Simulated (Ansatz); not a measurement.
PbSe2. Charge 0, multiplicity 3. Geometry r2SCAN-D4/def2-TZVP; atoms count from 1.

```xyz
3

Pb   -0.693    0.825    1.345
Se   -0.335    0.160   -1.375
Se    1.027   -0.985    0.029
```

In the def2 sets Pb takes a core potential; there is no spin–orbit coupling. At PBE0-D4/def2-TZVP a singlet of charge 0 lies 0.96 eV below the triplet, each at its own geometry. The structure comes from a short search, and lower isomers may exist.

(1) Estimate the Mulliken populations from the PBE0/def2-TZVP orbitals of Ansatz.

(2) Where does the spin sit?

(3) And the Mayer bond orders between heavy atoms (over 0.3)?

## Answers

(1) 
```json
{"atom": "Pb1", "charge (e)": "0.26", "spin (α − β)": "0.98"}
{"atom": "Se2", "charge (e)": "-0.13", "spin (α − β)": "0.51"}
{"atom": "Se3", "charge (e)": "-0.13", "spin (α − β)": "0.51"}
```
Mulliken values depend strongly on the basis.

(2) Summed by element: Pb 0.98, Se 1.02, of 2 unpaired in all. Largest on single atoms: Pb1 0.98, Se2 0.51, Se3 0.51.

(3) Pb1–Se2 0.63 (2.82 Å); Pb1–Se3 0.63 (2.82 Å); Se2–Se3 1.56 (2.27 Å).
